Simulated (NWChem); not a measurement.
## Ionisation of C2HCl2

```
C
C 1 1.3176
H 2 1.0925 1 142.12
Cl 1 1.7405 2 122.86 3 180.00
Cl 1 1.7580 2 122.50 3 0.00
```
Charge 0, spin multiplicity 2.

Program: NWChem. All single points use one geometry, from UPBE/def2-SVP, a minimum by its harmonic frequencies.

Basis set: def2-TZVP. The species with one electron less has spin multiplicity 3 and keeps the geometry of the parent. Δ marks differences of total energies (open shells unrestricted). −ε marks an orbital energy of the parent. That orbital need not have the symmetry of the hole or added electron in the Δ rows.

B3LYP has NWChem's definition, with VWN1-RPA local correlation. The structure started from a generated list of species. The unpaired electrons of the parent sit in orbitals of symmetry a' (Cs labels of the run); other states weren't searched. The stability of the SCF solutions was not checked.

Task: One of these methods gave a first vertical ionisation energy of 6.44 eV. Which?
A) ΔB3LYP
B) −ε(beta HOMO) of B3LYP
C) ΔPBE
D) −ε(beta HOMO) of PBE

Result: D, −ε(beta HOMO) of PBE. The others give 7.41 (−ε(beta HOMO) of B3LYP), 9.61 (ΔPBE), 9.82 (ΔB3LYP).
